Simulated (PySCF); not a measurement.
# Relaxation of singlet SSe3

All numbers come from PBE0/[S def2-SVP, Se def2-SVP], no relativity, density fitting, PySCF. A (50,194) grid was used.

A start displaced from a saddle point along its imaginary mode, with no symmetry imposed:

```xyz
4
charge 0 multiplicity 1, angstrom
S    -0.0140    0.2037   -0.8999
Se    1.9061   -0.2496    0.1220
Se   -1.1429    1.7598    0.0940
Se   -0.7576   -1.5916    0.1440
```

Problem. What forces act on the atoms at the start (eV/Å)?

Solution. 
```csv
atom,Fx,Fy,Fz
S1,-0.85,0.72,0.02
Se2,-0.67,-0.87,0.28
Se3,0.19,-0.04,-0.34
Se4,1.32,0.19,0.04
```

Problem. What does it relax to?

Solution. It ends at Cs with Se–Se 2.358 Å, S–Se 2.062 Å, S–Se 2.361 Å (×2); Se–S–Se 59.9°, Se–S–Se 116.8° (×2), S–Se–Se 60.0° (×2) (after a last refinement on a finer grid). The frequency run here used a shortcut that can spoil soft modes, so no verdict on minimum or saddle point is given. Other isomers or separated fragments may lie lower.

Problem. How much energy is released, and in how many steps?

Solution. 149.5 kJ/mol in 8 steps.

The relaxation took about 2.3 core-minutes on a shared host.
